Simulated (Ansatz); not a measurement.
CH8AlGaSi can be A, `[SiH3][CH2][AlH][GaH2]`, or B, `C[SiH2][AlH][GaH2]`.

Gas-phase electronic energies from Ansatz, PBE0-D4/def2-TZVP geometries. CCSD(T)/CBS adds triple-zeta CCSD(T) − MP2 to the extrapolated MP2 energy (def2 sets, frozen cores). Functionals use def2-TZVPP. B3LYP here is the variant with VWN-RPA as its local correlation; programs differ in this. For Ga outer-core shells are correlated without core-valence functions, which leaves a few kJ/mol of doubt a bond. Scalar relativity is left out up to krypton. Each species was taken in one conformer, which may not be the lowest.

Which is lower in electronic energy at CCSD(T)/CBS, and by how much? (Estimate.)

Computed: A, by 3.0 kcal/mol.

Give E(B) − E(A) in kcal/mol with ωB97M-V, LDA (SPW92), B3LYP-D4, B3LYP, CCSD(T)/def2-TZVPP, BLYP-D4, r2SCAN-D4. (An estimate is asked.)

The calculation gave: ωB97M-V 4.4, LDA (SPW92) 4.8, B3LYP-D4 1.8, B3LYP -0.6, CCSD(T)/def2-TZVPP 2.8, BLYP-D4 1.6, r2SCAN-D4 2.8. The order is the other way round with B3LYP.

Largest T1 diagnostic: 0.013.

Leaving LDA and LC-ωPBE aside and taking each functional with its dispersion term where it has one, the values, not all of them listed here, spread over 3.5 kcal/mol, from revPBE-D4 to ωB97M-V. LDA lies +5.2 kcal/mol from PBE without D4. From BLYP to BHLYP (50 % exact exchange), in def2-TZVPP and without D4, E(B) − E(A) moves by +1.7 kcal/mol.
